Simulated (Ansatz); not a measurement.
Stepwise reaction of `O[SiH](Cl)O[SiH2]Cl` with hydrogen fluoride, as a gas-phase model of exchange steps in deposition or etching. ΔE in kJ/mol.

Gas-phase electronic energies from Ansatz, PBE0-D4/def2-TZVP geometries. CBS: MP2 limit from def2 TZ/QZ plus the TZ coupled-cluster correction, frozen cores. This one scheme is used for every species. DFT in def2-TZVPP. B3LYP here is the variant with VWN-RPA as its local correlation; programs differ in this. Each species was taken in one conformer, which may not be the lowest.

```tsv
step	reaction	PBE-D4	B3LYP-D4	ωB97M-V	CCSD(T)/CBS
1	`O[SiH](Cl)O[SiH2]Cl` + H–F → `O[Si@@H](Cl)O[Si@H](F)Cl` + H₂	-127.6	-135.7	-136.1	-132.1
```

Task: Give the row of step 2, `O[Si@@H](Cl)O[Si@H](F)Cl` + H–F → `O[SiH](Cl)O[Si](F)(F)Cl` + H₂. (Estimate.)

Result: The calculation gave: 
```
step                                                           reaction  PBE-D4  B3LYP-D4  ωB97M-V  CCSD(T)/CBS
   2  `O[Si@@H](Cl)O[Si@H](F)Cl` + H–F → `O[SiH](Cl)O[Si](F)(F)Cl` + H₂  -113.2    -122.5   -122.7       -120.0
```

Task: By hand: ΔE of the 2 steps together at CCSD(T)/CBS.

Result: (-132.1) + (-120.0) = -252.1 kJ/mol, or -126.0 kJ/mol a step.

In ΔE each step is higher than the one before. All are downhill at CCSD(T)/CBS. PBE-D4 differs from CCSD(T)/CBS by 4.5 to 6.8 kJ/mol a step. Isolated molecules leave out the surface, adducts and barriers. Largest T1 diagnostic: 0.011.
